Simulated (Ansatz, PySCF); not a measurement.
F4Hf, SMILES [F][Hf-]([F])([F])[F] (connectivity only; charge and spin as stated), charge -1, multiplicity 2. Atoms are numbered in the order given.

```xyz
5

Hf     0.0000     0.0000     0.0000
F      1.3577    -1.3577    -0.5380
F     -1.3577     1.3577    -0.5380
F      1.3577     1.3577     0.5380
F     -1.3577    -1.3577     0.5380
```
Charge -1, spin multiplicity 2.

Geometry: B3LYP-D3(BJ)/def2-SVPD. The spin state was assumed, not searched. The def2 effective core potentials stand for the cores of Hf; spin–orbit coupling is left out.

Two levels are set side by side: PBE-D3(BJ)/def2-SVPD (Ansatz, a quantum-chemistry and plane-wave program) and B3LYP-D3(BJ)/def2-SVPD (Ansatz). Each level has its own optimised geometry; the coordinates shown are those of the second. Frequencies come from the Hessian of PySCF at each geometry. Differences are taken from unrounded values.

```
quantity                            B3LYP-D3(BJ)  PBE-D3(BJ)  PBE-D3(BJ) minus B3LYP-D3(BJ)
----------------------------------  ------------  ----------  -----------------------------
mean bond length (Å)                       1.994       1.994                          0.000
bond Hf1–F2 (Å)                            1.994       1.994                          0.000
bond Hf1–F3 (Å)                            1.994       1.994                          0.000
bond Hf1–F4 (Å)                            1.994       1.994                          0.000
bond Hf1–F5 (Å)                            1.994       1.994                          0.000
highest harmonic wavenumber (cm⁻¹)           562         552                            -10
mean harmonic wavenumber (cm⁻¹)              316         309                             -7
zero-point energy (kcal/mol)                4.06        3.97                          -0.09
```
